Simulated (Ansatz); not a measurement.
Reaction (cleavage of the B–Si bond): `SB[SiH2][SeH]` + `BS` → `BSBS` + `[SiH3][SeH]`

Gas-phase electronic energies from Ansatz, PBE0-D4/def2-TZVP geometries. CCSD(T)/CBS is the MP2 limit (def2-TZVPP, def2-QZVPP) plus CCSD(T) − MP2 in def2-TZVPP, frozen cores. This one scheme is used for every species. DFT in def2-TZVPP. For Se outer-core shells are correlated without core-valence functions, which leaves a few kJ/mol of doubt a bond. Scalar relativity is left out up to krypton. Each species was taken in one conformer, which may not be the lowest.

`SB[SiH2][SeH]`:

Z-matrix (Å, degrees):
```
Si
B 1 2.008
Se 1 2.290 2 113.5
H 1 1.490 2 110.2 3 -124.9
H 1 1.489 2 110.5 3 116.0
S 2 1.760 1 118.3 3 -2.0
H 2 1.193 1 121.8 3 177.8
H 3 1.469 1 93.3 2 -56.4
H 6 1.347 2 99.6 1 179.4
```

`BS`:

Cartesian coordinates in Å:
```
B 0.116 -0.075 -0.563
S -0.819 0.556 0.795
H -0.287 0.212 -1.647
H 1.086 -0.743 -0.392
H -0.095 0.050 1.808
```

`BSBS`:

Cartesian coordinates in Å:
```
B 0.486 -1.529 1.085
S 0.121 0.206 1.280
B -0.220 0.732 -0.423
S -0.639 2.442 -0.688
H 0.461 -2.039 0.010
H 0.752 -2.132 2.078
H -0.164 -0.042 -1.323
H -0.796 2.363 -2.019
```

`[SiH3][SeH]`:

```xyz
6

Si   -0.452   -0.355   -0.032
Se    1.259    0.929   -0.818
H     0.045   -1.456    0.830
H    -1.096   -0.913   -1.245
H    -1.431    0.457    0.734
H     1.675    1.338    0.531
```

| level | ΔE (kJ/mol) |
| --- | --- |
| LDA (SPW92) | -52.9 |
| r2SCAN | -59.6 |

(1) What does CCSD(T)/CBS give? (Estimate.)

(2) What do rigid-rotor, harmonic-oscillator terms from PBE0-D4/def2-TZVP frequencies (298.15 K, 1 bar) make of the CCSD(T)/CBS value? (Best estimate.)

Largest T1 diagnostic among the species: 0.015.

Results:

(1) Ansatz gave: -59.8 kJ/mol. The listed levels differ from it by 6.9, 0.2 kJ/mol.

(2) Computed: ΔZPE = +0.4 kJ/mol, ΔH = -60.3 kJ/mol, ΔS = -4 J/(mol·K), ΔG = -59.1 kJ/mol.

From BLYP to BHLYP (50 % exact exchange), in def2-TZVPP and without D4, ΔE moves by −6.2 kJ/mol. The D4 term adds +3.8 kJ/mol with B3LYP and +2.3 kJ/mol with PBE0; it sums over pairs of atoms, weighted by their polarisabilities, and B3LYP, whose exchange is more repulsive, gets the larger term.

B3LYP here is the variant with VWN-RPA as its local correlation; programs differ in this.
